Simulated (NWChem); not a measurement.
System: TiCl2F2; SMILES [F][Ti]([F])([Cl])[Cl]

The following NWChem deck was run.

```
start job
memory heap 200 mb stack 900 mb global 1100 mb
geometry units angstroms noautosym nocenter noautoz
  Ti     0.000000     0.000000     0.311509
  F      0.000000     1.397731     1.317665
  F      0.000000    -1.397731     1.317665
  Cl    -1.794191     0.000000    -0.948876
  Cl     1.794191     0.000000    -0.948876
end
basis spherical
  * library def2-svp
end
dft
  xc xpbe96 cpbe96
  iterations 150
end
property
  efieldgrad
end
task dft property
```

The geometry was optimised at B3LYP/6-31G* (spherical d).

Vzz is the largest principal value of the second derivative of the potential at the nucleus (NWChem prints the opposite sign); η is the asymmetry. Non-relativistic.

Atoms are numbered as in the input.

Give the results of this calculation. (PBE/def2-SVP.) Quantities: Vzz Ti1 (a.u.); η Ti1; Vzz Cl5 (a.u.); η Cl5.


```yaml
Vzz Ti1 (a.u.): 0.130
"η Ti1": 0.45
Vzz Cl5 (a.u.): 0.744
"η Cl5": 0.21
```
